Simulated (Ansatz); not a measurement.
H7NSi2, triplet, at the geometry of the source list (a higher spin typed on purpose: for a closed-shell molecule this is an excited state); HF/cc-pVDZ in Ansatz (a first-principles code).

The Ansatz input:
Ansatz 0.2 input:
```yaml
crystal:
  periodic: [false, false, false]
  atoms:
    - {symbol: Si, position_ang: [1.50560000, -0.27340000, 0.36250000]}
    - {symbol: N, position_ang: [0.07130000, -0.10200000, -0.59140000]}
    - {symbol: Si, position_ang: [-1.52270000, 0.37580000, -0.11470000]}
    - {symbol: H, position_ang: [2.59990000, -0.41860000, -0.59790000]}
    - {symbol: H, position_ang: [1.62810000, 0.93790000, 1.16900000]}
    - {symbol: H, position_ang: [1.44940000, -1.45020000, 1.23920000]}
    - {symbol: H, position_ang: [0.10060000, -0.60610000, -1.46300000]}
    - {symbol: H, position_ang: [-2.20310000, -0.66720000, 0.66350000]}
    - {symbol: H, position_ang: [-2.24770000, 0.62060000, -1.36190000]}
    - {symbol: H, position_ang: [-1.38140000, 1.58310000, 0.69470000]}
basis:
  gaussian:
    orbitals: cc-pVDZ
hamiltonian:
  xc: hf
magnetization: {spin_polarized: true, initial_magnetization: 2}
accuracy: high
```

Output, abridged:

```
Functional definition: HF
2070 factors; integrals over basis functions are off by at most 3.9e-9 eV
mean field evaluation 1: about -17308.6850 eV, gradient 1.6e1 eV
mean field evaluation 2: about -17308.7031 eV, gradient 1.6e1 eV
mean field evaluation 4: about -17311.4650 eV, gradient 3.4e0 eV
mean field evaluation 8: about -17311.8187 eV, gradient 2.9e-1 eV
mean field evaluation 16: about -17311.8236 eV, gradient 1.9e-8 eV
mean field evaluation 32: about -17308.4602 eV, gradient 1.4e1 eV
mean field evaluation 64: about -17311.7978 eV, gradient 2.8e-1 eV
mean field -17311.82360577 eV, -636.1977831364 hartree, gradient 1.9e-8 eV, S^2 2.011472; 0 other end points of the search recorded, 0 dependent functions left out
reference -17311.82360577 eV, -636.1977831364 hartree; 22, 20 occupied and 63, 65 virtual orbitals, 2070 factors
Total energy: -17311.82360577 eV, -636.1977831364 hartree
```
